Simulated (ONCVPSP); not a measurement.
# Configuration tests for W (ONCV)

* Element: W
* Generator: ONCVPSP 4.0.1
* Type: optimised norm-conserving Vanderbilt (ONCV)
* Functional: PBE
* Relativity: scalar-relativistic
* Frozen core: [Kr] 4d10 4f14
* Valence charge: 14
* Reference configuration: 5s2 5p6 5d4 6s2
* Partial waves: 5s+6s: rc 1.95 bohr, ncon 4, nbas 8, qcut 6.7 1/bohr, 2 projectors; 5p: rc 1.55 bohr, ncon 4, nbas 8, qcut 10.2 1/bohr, 2 projectors, debl 2.9 Ha; 5d: rc 2.35 bohr, ncon 4, nbas 9, qcut 8.1 1/bohr, 2 projectors, debl 2.2 Ha
* Local potential: polynomial inside 1.10 bohr (lpopt 3, dvloc0 0 Ha)
* Core correction: polynomial model core, fcfact 0.25

Energies are relative to the spin-unpolarised reference configuration 5s2 5p6 5d4 6s2; without spin polarisation the order of configurations can differ from experiment.

| valence configuration | charge | ΔE all-electron (eV) | error AE − PS (meV) |
| --- | --- | --- | --- |
| 5s2 5p6 5d4 6s1 | +1 | 8.883 | -5.3 |
| 5s2 5p6 5d4 6s0 | +2 | 24.563 | -20 |
| 5s2 5p6 5d3 6s0 | +3 | 49.946 | -35 |

Q: What are ΔE and the potential's error for 5s2 5p6 5d4 6s1 6p1?

A: ΔE = 4.495 eV all-electron; the error (AE − PS) is -2.9 meV.

Levels in the configuration 5s2 5p6 5d4 6s0:

```csv
level,all-electron (eV),pseudo (eV)
5s,-95.153,-95.267
5p,-59.300,-59.319
5d,-19.881,-19.879
```

Note: no bound ghost flagged; GHOST(+) flagged for s at 114.8 eV.
